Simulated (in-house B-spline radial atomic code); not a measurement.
A run on an ion of nuclear charge 37 with 37.6 electrons that did not converge. Method: scalar-relativistic (X2C) LDA exchange-only, spin-polarised, spherical fractional occupations, Fermi nucleus of rms radius 4.2036 fm; computed with a B-spline radial code for spherical atoms.

Command:
```bash
python run_scf.py task.json out
```
Settings (nuclear radius in fm, mass in u):
```
Z                37
configuration    [Kr] 5s1.6
hamiltonian      x2c
method           lda,
spin_polarised   True
nucleus          fermi
rms_radius       4.2036
atomic_mass      84.91179
speed_of_light   137.035999084
```

First and last ten iterations of the last attempt (damped for 15 steps, keeping 80 % of the old Fock matrix, then DIIS):
```
 iter        energy (Eh)    residual
    1       -2973.224877    3.02e-01
    2       -2973.436578    1.14e-01
    3       -2973.582131    6.87e-02
    4       -2973.635896    4.20e-02
    5       -2973.650968    2.56e-02
    6       -2973.662537    1.83e-02
    7       -2973.666251    1.31e-02
    8       -2973.660241    9.46e-03
    9       -2973.666954    7.11e-03
   10       -2973.667811    5.23e-03
  111       -2973.660172    4.24e-03
  112       -2973.660244    4.21e-03
  113       -2973.660394    4.14e-03
  114       -2973.663457    3.24e-03
  115       -2973.660161    4.22e-03
  116       -2973.660000    4.35e-03
  117       -2973.660332    4.20e-03
  118       -2973.660306    4.22e-03
  119       -2973.659864    4.38e-03
  120       -2973.660491    3.94e-03
 not converged after 120 iterations
```

The smallest residual met was 3.4e-04; the threshold is about 4e-07. No energy from this run should be used. The likely cause: this method binds the added charge weakly or not at all at the basis-set limit, so charge moves back and forth between the atom and the box. Cost of the run: 4.3 s on 1 thread of Arm Neoverse N1, with other jobs on the host.
